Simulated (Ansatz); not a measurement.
Ba4S4, relaxed as a singlet with RKS r2SCAN-D4/def2-SVP in Ansatz, starting from the GFN1-xTB geometry. Force threshold 0.03 eV/Å.

In the def2 sets Ba takes a core potential; there is no spin–orbit coupling. The structure comes from a short search, and lower isomers may exist.

Start:

Cartesian coordinates in Å:
```
Ba 1.508 1.920 -0.455
Ba -2.333 0.599 -0.640
Ba 0.746 -1.970 -1.330
Ba 0.079 -0.549 2.424
S -0.080 0.547 -2.384
S -1.481 -1.893 0.450
S -0.734 1.940 1.304
S 2.295 -0.593 0.630
```

(1) Estimate the energy that the relaxation releases and the steps that it takes.

(2) Does the start keep its bonding and symmetry?

(3) Predict the relaxed structure.

Results:

(1) 9.2 kcal/mol, in 3 steps; 22 s on 4 threads of Arm Neoverse V2 on a shared host. No frequencies were taken in this run, so the end may be a saddle point.

(2) By distances, no bond broke or formed. The bond that changes most is Ba4–S7, from 2.85 to 2.96 Å (atoms count from 1). Point group Td at the start, Td at the end, both within 0.05 Å.

(3) 
```xyz
8

Ba    1.5689    2.0035   -0.4772
Ba   -2.4234    0.6232   -0.6653
Ba    0.7737   -2.0495   -1.3801
Ba    0.0808   -0.5772    2.5227
S    -0.0793    0.5652   -2.4677
S    -1.5344   -1.9603    0.4671
S    -0.7569    2.0052    1.3496
S     2.3705   -0.6101    0.6510
```
Bond lengths (bridged metal pairs left out): 12 × Ba–S 2.96 Å.
